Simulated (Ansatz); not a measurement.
```xyz
5

C     0.0340   -0.0751    0.0025
F     0.7849    0.8154    0.7964
F     0.7849   -0.7605   -0.6936
F    -0.7330    0.7757   -0.8302
F    -0.8165   -0.7592    0.7873
```

Basis set: STO-3G (spherical functions). Left uncorrelated: 5 orbitals. Charge 0, multiplicity 1.

Computed with Ansatz (development build ahead of 0.2.0); each method stands on the lowest determinant of its kind that the runs found. Restricted open shells among the atoms or ions are ROHF, correlated in semicanonical orbitals with singles.

Task: Give the atomization energy at this shape (free ground-state atoms in the same class of orbitals less the molecule, no zero-point energy) of singlet CF₄ by RHF-MP2, RHF.

Result:

```tsv
method	atomization energy
RHF-MP2	323.24 kcal/mol
RHF	257.27 kcal/mol
```

This basis has no polarisation functions and is too small for such energies, which can lie far from measured ones in either direction.
